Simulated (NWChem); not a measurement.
System: C2H3AgFN; SMILES C[N+]#[C-]->[Ag][F]

Output (shortened):

```
             Northwest Computational Chemistry Package (NWChem) 7.3.0
             --------------------------------------------------------

                             Geometry "geometry" -> ""
                             -------------------------

 Output coordinates in angstroms (scale by  1.889725989 to convert to a.u.)

  No.       Tag          Charge          X              Y              Z
 ---- ---------------- ---------- -------------- -------------- --------------
    1 Ag                  47.0000    -0.22486319     0.48614990    -0.51289232
    2 F                    9.0000    -0.80493919     1.74465690    -1.83572432
    3 C                    6.0000     1.13937181    -2.46497210     2.59915468
    4 N                    7.0000     0.71859681    -1.55559710     1.63891068
    5 C                    6.0000     0.36633981    -0.79383710     0.83478868
    6 H                    1.0000     1.08140981    -2.00354710     3.58654168
    7 H                    1.0000     2.17038481    -2.75867010     2.39421068
    8 H                    1.0000     0.49678081    -3.34670510     2.57067068

 Effective nuclear repulsion energy (a.u.)     378.7855921697

                           NWChem Geometry Optimization
                           ----------------------------

 maximum gradient threshold         (gmax) =   0.000450
 rms gradient threshold             (grms) =   0.000300
 maximum cartesian step threshold   (xmax) =   0.001800
 rms cartesian step threshold       (xrms) =   0.001200
 fixed trust radius                (trust) =   0.300000
 source of zmatrix                         =

          -------------------
          Energy Minimization
          -------------------

 Using diagonal initial Hessian

          --------
          Step   0

                                 NWChem DFT Module
                                 -----------------

 Summary of "ao basis" -> "ao basis" (spherical)
 ------------------------------------------------------------------------------
       Tag                 Description            Shells   Functions and Types
 ---------------- ------------------------------  ------  ---------------------
 Ag                         def2-svp                11       31   5s3p2d1f
 F                          def2-svp                 6       14   3s2p1d
 C                          def2-svp                 6       14   3s2p1d
 N                          def2-svp                 6       14   3s2p1d
 H                          def2-svp                 3        5   2s1p

            General Information
            -------------------
          SCF calculation type: DFT
          Wavefunction type:  closed shell.
          No. of atoms     :     8
          No. of electrons :    50
           Alpha electrons :    25
            Beta electrons :    25
          Charge           :     0
          Spin multiplicity:     1
          Use of symmetry is: off; symmetry adaption is: off
          Maximum number of iterations: 150
          AO basis - number of functions:   102
                     number of shells:    44
          Convergence on energy requested:  1.00D-06
          Convergence on density requested:  1.00D-05
          Convergence on gradient requested:  5.00D-04

              XC Information
              --------------
                         PBE0 Method XC Functional
                     Hartree-Fock (Exact) Exchange  0.250
          PerdewBurkeErnzerhof Exchange Functional  0.750
            Perdew 1991 LDA Correlation Functional  1.000 local
           PerdewBurkeErnz. Correlation Functional  1.000 non-local

             Grid Information
             ----------------
          Grid used for XC integration:  medium
          Radial quadrature: Mura-Knowles
          Angular quadrature: Lebedev.
          Tag              B.-S. Rad. Rad. Pts. Rad. Cut. Ang. Pts.
          ---              ---------- --------- --------- ---------
          Ag                  1.60      123          12.0       590
          F                   0.50       49          12.0       434
          C                   0.70       49          14.0       434
          N                   0.65       49          11.0       434
          H                   0.35       45          14.0       434
          Grid pruning is: on
          Number of quadrature shells:   454
          Spatial weights used:  Erf1

      Superposition of Atomic Density Guess
      -------------------------------------

 Sum of atomic energies:        -397.94069103

      Non-variational initial energy
      ------------------------------

 Total energy =    -377.860993
 1-e energy   =    -974.253243
 2-e energy   =     394.810447
 HOMO         =      -0.396221
 LUMO         =      -0.034847

   convergence    iter        energy       DeltaE   RMS-Dens  Diis-err
 ---------------- ----- ----------------- --------- --------- ---------
 d= 0,ls=0.0,diis     1   -378.9301708781 -5.81D+02  4.12D-02  1.30D+00
 d= 0,ls=0.0,diis     2   -372.7463811962  6.18D+00  3.64D-02  4.41D+01
 d= 0,ls=0.0,diis     3   -379.0545354377 -6.31D+00  7.54D-03  6.28D-01
 d= 0,ls=0.0,diis     4   -379.1033729124 -4.88D-02  2.89D-03  1.75D-01
 d= 0,ls=0.0,diis     5   -379.1192416766 -1.59D-02  7.66D-04  1.18D-02
  Resetting Diis
 d= 0,ls=0.0,diis     6   -379.1202499920 -1.01D-03  3.66D-04  3.46D-03
 d= 0,ls=0.0,diis     7   -379.1205519081 -3.02D-04  3.63D-04  5.95D-04
 d= 0,ls=0.0,diis     8   -379.1203648436  1.87D-04  2.37D-04  2.35D-03
 d= 0,ls=0.0,diis     9   -379.1206145897 -2.50D-04  3.18D-05  2.92D-05
 d= 0,ls=0.0,diis    10   -379.1206174387 -2.85D-06  8.31D-06  1.38D-06
 d= 0,ls=0.0,diis    11   -379.1206175696 -1.31D-07  2.34D-06  7.86D-08

         Total DFT energy =     -379.120617569624
      One electron energy =     -979.749726564316
           Coulomb energy =      442.196443977657
    Exchange-Corr. energy =      -43.149137141357
 Nuclear repulsion energy =      201.581802158392

 Numeric. integr. density =       50.000008349175

                       DFT Final Molecular Orbital Analysis
                       ------------------------------------

 Vector   23  Occ=2.000000D+00  E=-2.667118D-01
              MO Center= -6.5D-01,  1.4D+00, -1.5D+00, r^2= 1.8D+00
   Bfn.  Coefficient  Atom+Function         Bfn.  Coefficient  Atom+Function
  ----- ------------  ---------------      ----- ------------  ---------------
    36      0.445587  2 F  py                37      0.373261  2 F  pz
    39     -0.327108  2 F  py                17     -0.302223  1 Ag d  0
    40     -0.274019  2 F  pz                19     -0.223032  1 Ag d  2
    18      0.131250  1 Ag d  1              35      0.117570  2 F  px
    38     -0.086311  2 F  px                67      0.072638  4 N  py

 Vector   24  Occ=2.000000D+00  E=-2.667118D-01
              MO Center= -6.5D-01,  1.4D+00, -1.5D+00, r^2= 1.8D+00
   Bfn.  Coefficient  Atom+Function         Bfn.  Coefficient  Atom+Function
  ----- ------------  ---------------      ----- ------------  ---------------
    35      0.552947  2 F  px                38     -0.405926  2 F  px
    15      0.239708  1 Ag d -2              18      0.215214  1 Ag d  1
    37     -0.211992  2 F  pz                17      0.172094  1 Ag d  0
    40      0.155625  2 F  pz                19     -0.127760  1 Ag d  2
    16     -0.109650  1 Ag d -1              66      0.089806  4 N  px

 Vector   25  Occ=2.000000D+00  E=-2.614076D-01
              MO Center= -4.2D-01,  9.0D-01, -9.5D-01, r^2= 2.1D+00
   Bfn.  Coefficient  Atom+Function         Bfn.  Coefficient  Atom+Function
  ----- ------------  ---------------      ----- ------------  ---------------
     4      0.491121  1 Ag s                 16      0.461095  1 Ag d -1
     2     -0.275442  1 Ag s                 37     -0.267992  2 F  pz
    36      0.255828  2 F  py                18      0.212913  1 Ag d  1
    15      0.202333  1 Ag d -2              40      0.193819  2 F  pz
    39     -0.185024  2 F  py                19      0.172377  1 Ag d  2

 Vector   26  Occ=0.000000D+00  E=-3.731047D-02
              MO Center=  3.9D-01, -7.5D-01,  8.5D-01, r^2= 4.3D+00
   Bfn.  Coefficient  Atom+Function         Bfn.  Coefficient  Atom+Function
  ----- ------------  ---------------      ----- ------------  ---------------
    82      0.335811  5 C  pz                89      0.335880  6 H  s
    79      0.293195  5 C  pz                68     -0.287784  4 N  pz
    94     -0.282548  7 H  s                 65      0.247218  4 N  pz
    81      0.244478  5 C  py                80     -0.237474  5 C  px
    78      0.213494  5 C  py                17     -0.209954  1 Ag d  0

 Vector   27  Occ=0.000000D+00  E=-3.730755D-02
              MO Center=  3.4D-01, -8.2D-01,  8.1D-01, r^2= 4.3D+00
   Bfn.  Coefficient  Atom+Function         Bfn.  Coefficient  Atom+Function
  ----- ------------  ---------------      ----- ------------  ---------------
    80      0.389269  5 C  px                99     -0.356878  8 H  s
    77      0.339856  5 C  px                66     -0.333672  4 N  px
    63      0.286595  4 N  px                81      0.265997  5 C  py
    12      0.241762  1 Ag px                78      0.232330  5 C  py
    67     -0.228186  4 N  py                94      0.224694  7 H  s

 Vector   28  Occ=0.000000D+00  E= 2.106050D-02
              MO Center=  5.4D-01, -1.2D+00,  1.2D+00, r^2= 1.0D+01
   Bfn.  Coefficient  Atom+Function         Bfn.  Coefficient  Atom+Function
  ----- ------------  ---------------      ----- ------------  ---------------
    48      1.435570  3 C  s                  5     -1.125450  1 Ag s
    89     -0.695304  6 H  s                 94     -0.695510  7 H  s
    99     -0.695380  8 H  s                 76      0.567523  5 C  s
    14     -0.308547  1 Ag pz                13      0.293440  1 Ag py
     4      0.237687  1 Ag s                 47      0.226226  3 C  s

     Multipole analysis of the density
     ---------------------------------

     L   x y z        total         alpha         beta         nuclear
     -   - - -        -----         -----         ----         -------
     0   0 0 0      0.000000    -25.000000    -25.000000     50.000000

     1   1 0 0      1.206262     -5.345886     -5.345886     11.898035
     1   0 1 0     -2.612212     11.555555     11.555555    -25.723323
     1   0 0 1      2.751471    -12.193428    -12.193428     27.138327

     2   2 0 0    -30.157153    -59.945010    -59.945010     89.732867
     2   1 1 0     -0.879334     90.539722     90.539722   -181.958777
     2   1 0 1      0.933077    -95.397559    -95.397559    191.728195
     2   0 2 0    -28.674194   -214.114227   -214.114227    399.554259
     2   0 1 1     -2.007231    206.509829    206.509829   -415.026889
     2   0 0 2    -28.436234   -235.709811   -235.709811    442.983388

            General Information
            -------------------
          SCF calculation type: DFT
          Wavefunction type:  closed shell.
          No. of atoms     :     8
          No. of electrons :    50
           Alpha electrons :    25
            Beta electrons :    25
          Charge           :     0
          Spin multiplicity:     1
          Use of symmetry is: off; symmetry adaption is: off
          Maximum number of iterations: 150
          AO basis - number of functions:   102
                     number of shells:    44
          Convergence on energy requested:  1.00D-06
          Convergence on density requested:  1.00D-05
          Convergence on gradient requested:  5.00D-04

              XC Information
              --------------
                         PBE0 Method XC Functional
                     Hartree-Fock (Exact) Exchange  0.250
          PerdewBurkeErnzerhof Exchange Functional  0.750
            Perdew 1991 LDA Correlation Functional  1.000 local
           PerdewBurkeErnz. Correlation Functional  1.000 non-local

             Grid Information
             ----------------
          Grid used for XC integration:  medium
          Radial quadrature: Mura-Knowles
          Angular quadrature: Lebedev.
          Tag              B.-S. Rad. Rad. Pts. Rad. Cut. Ang. Pts.
          ---              ---------- --------- --------- ---------
          Ag                  1.60      123          12.0       590
          F                   0.50       49          12.0       434
          C                   0.70       49          14.0       434
          N                   0.65       49          11.0       434
          H                   0.35       45          14.0       434
          Grid pruning is: on
          Number of quadrature shells:   454
          Spatial weights used:  Erf1

   convergence    iter        energy       DeltaE   RMS-Dens  Diis-err
 ---------------- ----- ----------------- --------- --------- ---------
 d= 0,ls=0.0,diis     1   -379.1210981972 -5.80D+02  3.96D-04  1.31D-03
 d= 0,ls=0.0,diis     2   -379.1211683201 -7.01D-05  1.97D-04  2.49D-04
 d= 0,ls=0.0,diis     3   -379.1211498976  1.84D-05  1.17D-04  4.24D-04
 d= 0,ls=0.0,diis     4   -379.1211953303 -4.54D-05  1.94D-05  1.69D-05
 d= 0,ls=0.0,diis     5   -379.1211970280 -1.70D-06  5.90D-06  4.65D-07
 d= 0,ls=0.0,diis     6   -379.1211970604 -3.24D-08  2.29D-06  1.40D-07

[...]

      ----------------------
      Optimization converged
      ----------------------

  Step       Energy      Delta E   Gmax     Grms     Xrms     Xmax
  ---- ---------------- -------- -------- -------- -------- --------
@    8    -379.12150804 -1.1D-06  0.00015  0.00006  0.00055  0.00126
                                     ok       ok       ok       ok

                         Geometry "geometry" -> "geometry"
                         ---------------------------------

 Output coordinates in angstroms (scale by  1.889725989 to convert to a.u.)

  No.       Tag          Charge          X              Y              Z
 ---- ---------------- ---------- -------------- -------------- --------------
    1 Ag                  47.0000    -0.23501227     0.50701248    -0.53212752
    2 F                    9.0000    -0.81695944     1.77906346    -1.88089591
    3 C                    6.0000     1.14474683    -2.47632314     2.61029449
    4 N                    7.0000     0.71311845    -1.55155798     1.64119367
    5 C                    6.0000     0.35943937    -0.78797259     0.83759936
    6 H                    1.0000     1.09188829    -2.02127187     3.60950897
    7 H                    1.0000     2.18296509    -2.77306232     2.40412909
    8 H                    1.0000     0.50289513    -3.36840987     2.58595829

 Effective nuclear repulsion energy (a.u.)     374.4143187057

 ==============================================================================
                                internuclear distances
 ------------------------------------------------------------------------------
       center one      |      center two      | atomic units |  angstroms
 ------------------------------------------------------------------------------
    2 F                |   1 Ag               |     3.67208  |     1.94318
    4 N                |   3 C                |     2.65952  |     1.40736
    5 C                |   1 Ag               |     3.73502  |     1.97649
    5 C                |   4 N                |     2.19884  |     1.16358
    6 H                |   3 C                |     2.07723  |     1.09922
    7 H                |   3 C                |     2.07737  |     1.09930
    8 H                |   3 C                |     2.07731  |     1.09927
 ------------------------------------------------------------------------------
                         number of included internuclear distances:          7
 ==============================================================================
```

Level: PBE0/def2-SVP with def2 effective core potentials on Ag. Not confirmed as a minimum by frequencies. def2 effective core potentials on Ag; no spin-orbit coupling.

Write an input that gives this output.

This is not unique; one that fits is the input that was run:
```
start job
memory heap 200 mb stack 900 mb global 1100 mb
geometry units angstroms noautosym noautoz
  Ag    -0.179484     0.387988    -0.409381
  F     -0.759560     1.646495    -1.732213
  C      1.184751    -2.563134     2.702666
  N      0.763976    -1.653759     1.742422
  C      0.411719    -0.891999     0.938300
  H      1.126789    -2.101709     3.690053
  H      2.215764    -2.856832     2.497722
  H      0.542160    -3.444867     2.674182
end
basis spherical
  * library def2-svp
end
ecp
  Ag library def2-ecp
end
dft
  xc pbe0
  iterations 150
end
driver
  maxiter 120
end
task dft optimize
```
